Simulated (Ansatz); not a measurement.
Molecule: TeCl, charge 0, multiplicity 2. SMILES: Cl[Te]
Structure (B3LYP-D3(BJ)/def2-TZVP (Ansatz, a quantum-chemistry and plane-wave program) minimum search):
```
Te
Cl 1 2.3399
```
Charge 0, spin multiplicity 2.

Quantity: vertical electron affinity (to the singlet state of charge -1; a negative value means that the extra electron is unbound and the number depends on the basis; each state is the SCF solution reached for its spin), in eV. Correlated levels leave the core frozen unless marked. Open shells are spin-unrestricted. Spin-orbit coupling is left out. The frozen core is the preceding noble-gas configuration, with the filled d and f shells of earlier blocks. Past Kr the def2 sets carry scalar-relativistic core potentials. Anions need diffuse functions: def2-D sets add few. Basis-set limits of correlation are two-point, X^-3; Hartree-Fock from the larger set.

| level | program | vertical electron affinity (eV) |
|---|---|---|
| SVWN5/def2-TZVPD | Ansatz | 2.59 |
| PBE/def2-TZVPD | Ansatz | [?] |
| B3LYP/def2-TZVPD | Ansatz | [?] |
| BHLYP/def2-TZVPD | Ansatz | 2.38 |
| CAM-B3LYP/def2-TZVPD | Ansatz | [?] |
| CCSD/def2-TZVPPD | Ansatz | [?] |
| CCSD/def2-QZVPPD | Ansatz | 2.42 |
| CCSD(T)/CBS(def2-TZVPPD,def2-QZVPPD) | Ansatz | 2.56 |

Task: Fill in the missing entries.

Result: 
- PBE/def2-TZVPD, vertical electron affinity (eV): 2.36
- B3LYP/def2-TZVPD, vertical electron affinity (eV): 2.47
- CAM-B3LYP/def2-TZVPD, vertical electron affinity (eV): 2.50
- CCSD/def2-TZVPPD, vertical electron affinity (eV): 2.33
